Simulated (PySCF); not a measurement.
Record of a relaxation.

Species: tetramethylarsonium, C4H12As (charge +1).
Bonds: C1–As2, As2–C3, As2–C4, As2–C5. Hydrogens: H6, H7, H8 on C1; H9, H10, H11 on C3; H12, H13, H14 on C4; H15, H16, H17 on C5.

Computed by this run: PBE0-D3(BJ)/def2-SVP geometry optimisation, gas phase in PySCF; density fitting, grid level 1; the optimiser is geomeTRIC in internal coordinates, started from a GFN2-xTB structure. The frame can shift and turn from step to step; on so coarse a grid that alone can change the energy by a few meV, and forces under 0.02 eV/Å are noise.

Step 0: E = -65156.3221 eV, largest atomic force 0.499 eV/Å
```
atom  x, y, z in Å  |  force x, y, z in eV/Å
C1     -0.249   -1.141   -1.536    0.057   0.287   0.383
As2     0.005    0.004    0.001   -0.002  -0.016  -0.009
C3     -0.053    1.852   -0.568    0.021  -0.478   0.142
C4     -1.412   -0.322    1.277    0.358   0.083  -0.314
C5      1.713   -0.381    0.824   -0.425   0.094  -0.213
H6     -1.250   -0.988   -1.944   -0.234   0.090  -0.045
H7     -0.137   -2.188   -1.246    0.034  -0.211   0.158
H8      0.490   -0.903   -2.305    0.200   0.116  -0.108
H9      0.154    2.508    0.279    0.053   0.082   0.244
H10    -1.044    2.083   -0.965   -0.238  -0.029  -0.080
H11     0.694    2.023   -1.346    0.191  -0.039  -0.159
H12    -2.382   -0.152    0.804   -0.167   0.056  -0.176
H13    -1.360   -1.355    1.628    0.069  -0.235   0.029
H14    -1.308    0.352    2.130    0.100   0.179   0.156
H15     1.708   -1.396    1.228   -0.088  -0.232   0.052
H16     2.512   -0.296    0.084    0.116   0.051  -0.236
H17     1.904    0.325    1.635   -0.044   0.201   0.178
```

Step 1: E = -65156.3595 eV, largest atomic force 0.047 eV/Å
```
atom  x, y, z in Å  |  force x, y, z in eV/Å
C1     -0.245   -1.127   -1.515   -0.011  -0.026  -0.025
As2     0.003    0.003    0.001   -0.022  -0.007  -0.007
C3     -0.050    1.824   -0.559   -0.002   0.028  -0.008
C4     -1.393   -0.317    1.260   -0.018   0.002   0.029
C5      1.687   -0.374    0.811    0.046  -0.002   0.011
H6     -1.253   -0.964   -1.922    0.024  -0.017  -0.021
H7     -0.134   -2.177   -1.209   -0.013   0.008  -0.024
H8      0.507   -0.880   -2.278   -0.013  -0.025   0.000
H9      0.158    2.475    0.302   -0.011   0.012  -0.026
H10    -1.049    2.048   -0.961    0.026   0.024  -0.007
H11     0.708    1.986   -1.338   -0.012   0.025   0.014
H12    -2.363   -0.141    0.775    0.001  -0.005   0.030
H13    -1.334   -1.359    1.606   -0.026   0.018   0.009
H14    -1.275    0.365    2.114   -0.019  -0.022   0.001
H15     1.672   -1.398    1.210    0.029   0.016  -0.003
H16     2.482   -0.281    0.057    0.005   0.001   0.031
H17     1.865    0.340    1.627    0.014  -0.027  -0.002
```

Step 2: E = -65156.3612 eV, largest atomic force under 0.02 eV/Å
```
atom  x, y, z in Å  |  force x, y, z in eV/Å
C1     -0.246   -1.130   -1.518   -0.003   0.003   0.013
As2     0.002    0.002    0.000   -0.012  -0.006  -0.004
C3     -0.049    1.828   -0.560   -0.001  -0.015   0.003
C4     -1.397   -0.317    1.263    0.015   0.007  -0.002
C5      1.690   -0.375    0.812   -0.004   0.007  -0.011
H6     -1.251   -0.968   -1.932    0.007   0.002  -0.007
H7     -0.138   -2.181   -1.214   -0.007   0.002   0.000
H8      0.509   -0.889   -2.280    0.003  -0.006   0.004
H9      0.155    2.480    0.301   -0.006   0.000  -0.002
H10    -1.045    2.055   -0.965    0.006   0.003  -0.006
H11     0.711    1.993   -1.336    0.003   0.004   0.006
H12    -2.368   -0.139    0.781    0.001   0.003   0.004
H13    -1.342   -1.358    1.610   -0.006   0.002  -0.002
H14    -1.280    0.363    2.118    0.001  -0.005   0.000
H15     1.681   -1.400    1.209    0.006   0.000  -0.006
H16     2.487   -0.278    0.061   -0.001   0.007   0.005
H17     1.868    0.336    1.631   -0.003  -0.007   0.004
```

Step 3: E = -65156.3616 eV, largest atomic force under 0.02 eV/Å
```
atom  x, y, z in Å  |  force x, y, z in eV/Å
C1     -0.246   -1.132   -1.519   -0.002   0.000   0.010
As2     0.001    0.002    0.000   -0.006  -0.004  -0.002
C3     -0.048    1.828   -0.560   -0.002  -0.009  -0.002
C4     -1.398   -0.316    1.263    0.010   0.004   0.001
C5      1.689   -0.375    0.811   -0.004   0.005  -0.009
H6     -1.248   -0.967   -1.937    0.001   0.006  -0.004
H7     -0.143   -2.182   -1.213   -0.006  -0.001   0.004
H8      0.513   -0.894   -2.278    0.007  -0.003   0.004
H9      0.152    2.480    0.302   -0.005  -0.001   0.004
H10    -1.042    2.056   -0.970    0.001  -0.002  -0.006
H11     0.715    1.994   -1.332    0.007  -0.001   0.004
H12    -2.370   -0.135    0.783   -0.001   0.004  -0.001
H13    -1.346   -1.357    1.610   -0.001  -0.002  -0.003
H14    -1.279    0.363    2.119    0.004   0.000   0.001
H15     1.684   -1.401    1.204    0.002  -0.004  -0.006
H16     2.486   -0.272    0.062    0.000   0.008  -0.001
H17     1.865    0.333    1.634   -0.005  -0.003   0.006
```

Problem. Summarise the path.

Solution. The energy falls by 0.0394 eV from step 0 to step 3; nine tenths of that is first reached at step 1. It falls at every step. The largest force goes from 0.499 to under 0.02 eV/Å. Among the bonds As2–C5 changes most (a near tie, within 0.001 Å, with another), from 1.935 to 1.911 Å; the atoms move by 0.030 Å rms after alignment.

Problem. Follow the three bonds and two angles with the largest change from start to end.

Solution. 
| step | E above end (eV) | largest force (eV/Å) | As2–C5 (Å) | As2–C3 (Å) | C1–As2 (Å) | As2–C1–H8 (°) | As2–C1–H7 (°) |
| --- | --- | --- | --- | --- | --- | --- | --- |
| 0 | 0.0394 | 0.499 | 1.935 | 1.934 | 1.934 | 110.0 | 110.1 |
| 1 | 0.0021 | 0.047 | 1.906 | 1.906 | 1.906 | 109.3 | 109.4 |
| 2 | 0.0004 | under 0.02 | 1.911 | 1.911 | 1.911 | 109.4 | 109.5 |
| 3 | 0.0000 | under 0.02 | 1.911 | 1.911 | 1.911 | 109.4 | 109.5 |

The cost below is that of the whole optimisation. The run took 37 s of wall time on one thread, Arm Neoverse V2 (shared host).
